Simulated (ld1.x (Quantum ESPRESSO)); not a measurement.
# lead: excitation energies, all-electron against ultrasoft

lead (Pb), ultrasoft, made with ld1.x (Quantum ESPRESSO) 7.5 (PW91, fully relativistic). Core [Xe] 4f14 5d10, reference 6s2 6p2. Waves: 6s (bound): rcut 2.05, rcutus 2.30 bohr; 6s channel at -0.5 Ry: rcut 2.05, rcutus 2.30 bohr; 6p (bound): rcut 1.85, rcutus 2.55 bohr; 6p channel at 1.35 Ry: rcut 1.85, rcutus 2.55 bohr; 6d channel at 0.4 Ry: rcut 2.05, rcutus 2.60 bohr; 6d channel at 2.35 Ry: rcut 2.05, rcutus 2.60 bohr. Local part: all-electron potential smoothed inside 1.80 bohr (lloc = -1). Core correction: none. Augmentation charge: PSQ, inside the norm-conserving radii.

Open shells are filled in proportion to 2j + 1 (rel_dist='average').

Energies are relative to the spin-unpolarised reference configuration 6s2 6p2; without spin polarisation the order of configurations can differ from experiment. Not all tests gave a result: test run stopped at test 4 of 7 (negative rho). The frozen-core shift is the all-electron ΔE with the core orbitals held at their reference shape minus the fully relaxed ΔE.

```tsv
valence configuration	charge	ΔE all-electron (eV)	error AE − PS (meV)	frozen-core shift (meV)
6s2 6p1	+1	6.754	+21	+19
6s2 6p0	+2	20.437	+196	+137
6s1 6p0	+3	52.951	+196	+709
```

Levels in the configuration 6s1 6p0:

| level | all-electron (eV) | pseudo (eV) |
| --- | --- | --- |
| 6s j=1/2 | -37.579 | -37.416 |

ld1.x printed “convergence not achieved” for 3 of the counted tests; their residual had stalled under 1e-8, short of the target of 1e-14.

Note: ghost states, extra bound levels that the all-electron valence spectrum of the same l lacks: s at -30.5 eV, d5/2 at -17.2 eV, d3/2 at -16.9 eV. A true bound ghost makes a file unfit for plane-wave use.
